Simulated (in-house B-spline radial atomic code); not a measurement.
A fraction x of an electron is removed from 3d in Cr, starting from [Ar] 3d5 4s1 and keeping the highest spin. All numbers are computed (scalar-relativistic (X2C) PBE, spin-polarised, spherical fractional occupations; Fermi nucleus of rms radius 3.6452 fm) with a radial B-spline atomic code at the basis-set limit, not measured.

| x | E(x) - E(0) (eV) | 3d up level (eV) |
| --- | --- | --- |
| 0 | 0.0000 | -3.725 |
| 0.04 | 0.1564 | -4.095 |
| 0.24 | 1.1684 | -6.057 |
| 0.36 | ? | ? |
| 0.39 | 2.1951 | -7.647 |
| 0.5 | 3.1032 | -8.873 |
| 0.62 | 4.2510 | -10.266 |
| 0.73 | 5.4528 | -11.592 |
| 0.82 | 6.5461 | -12.710 |
| 0.88 | ? | ? |
| 1 | 9.0412 | -15.032 |

Task: What belongs in the row x = 0.36?

Result: An energy change of 1.9705 eV; 3d up at -7.321 eV.

Task: What belongs in the row x = 0.88?

Result: An energy change of 7.3315 eV; 3d up at -13.471 eV.

Task: Check Janak's theorem between x = 0.04 and 0.24.

Result: The slope of the energy is 5.06 eV; the orbital levels give 5.08 eV (-ε of the emptying orbital, averaged over the two points).
